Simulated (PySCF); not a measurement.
Mo(O)2(F)(NH2) (FH2MoNO2), SMILES [O]=[Mo]([F])(=[O])[NH2], multiplicity 1.

The structure is a stationary point at B3LYP-D3(BJ)/def2-SVP. The spin state was assumed, not searched. The structure was generated by enumeration; whether it is a known compound was not checked. The def2 effective core potentials stand for the cores of Mo; spin–orbit coupling is left out. Other conformers were not sampled.

Two levels are set side by side: TDDFT-PBE/def2-SVPD (PySCF) and TDDFT-PBE0/def2-SVPD (PySCF). Vertical, same geometry. The lowest singlet is HOMO→LUMO 96 % with PBE and HOMO−1→LUMO 97 % with the other functional; states are paired by order. Differences are taken from unrounded values.

```tsv
quantity	TDDFT-PBE0	TDDFT-PBE	TDDFT-PBE minus TDDFT-PBE0
lowest singlet excitation (eV)	4.70	4.32	-0.38
lowest triplet excitation (TDA) (eV)	4.07	3.96	-0.11
first bright state (f over 0.05) (eV)	5.35	5.10	-0.24
its oscillator strength	0.07	0.06	-0.01
```

Functionals without exact exchange tend to place singlet excitations lower, as here. Differences between two approximate levels are no errors against the true value.

Rough cost on one machine, each run with all the roots and properties that it gave: TDDFT-PBE0 against TDDFT-PBE about 4 times.
